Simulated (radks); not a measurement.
Ionisation ladder of lithium, from Li I to Li III. Each ion is in the ground configuration listed by NIST, and IE = E(next ion) - E(this ion), with E = 0 for the bare nucleus. Calculated with a radial shooting solver on a logarithmic mesh with Libxc functionals: scalar-relativistic Kohn-Sham, LDA (Slater exchange, Perdew-Wang correlation), spin-polarised, spherical densities, point nucleus; open shells are filled with parallel spins first.

| species | configuration | E (hartree) | IE, Delta-SCF (eV) | <r> HOMO (bohr) | IE, NIST (eV) | kind | error (eV) |
|---|---|---|---|---|---|---|---|
| Li I | [He] 2s1 | -7.34408 | 5.473 | 3.82 | 5.392 | exp. | +0.081 |
| Li II | [He] | -7.14295 | 74.568 | 0.585 | 75.640 | theory | -1.072 |
| Li III | 1s1 | -4.40264 | 119.80 | 0.510 | 122.45 | theory | -2.7 |

Reference values: NIST Atomic Spectra Database (exp. = measured, semi-emp. = semi-empirical, theory = theoretical value adopted there). The ionisation energy per charge of the ion left behind rises most, in proportion, at Li II ([He]), from 5.473 to 37.284 eV.
